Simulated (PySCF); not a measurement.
Computed IR spectrum (relative IR intensity) of a molecule C₅H₅F. Geometry optimised at PBE-D3(BJ)/def2-SVP. Other conformers were not sampled. Method: PySCF with PBE-D3(BJ)/def2-SVP. Harmonic, unscaled wavenumbers; measured fundamentals usually lie a few per cent lower.

Lines under 2 % of the strongest are left out, and lines within 2 cm⁻¹ are merged.

| ν (cm⁻¹) | relative intensity |
|---|---|
| 250 | 3.1 |
| 583 | 16 |
| 707 | 6.8 |
| 756 | 7.0 |
| 870 | 30 |
| 887 | 30 |
| 979 | 11 |
| 994 | 25 |
| 1206 | 5.1 |
| 1248 | 100 |
| 1274 | 15 |
| 1372 | 8.2 |
| 1420 | 19 |
| 1641 | 5.7 |
| 2009 | 4.1 |
| 3027 | 10 |

Which molecule gave these data?
A) C=C=C(F)C=C
B) C#CC/C=C/F
C) FC1=CC=CC1
D) C=CC=C=CF

A, C=C=C(F)C=C
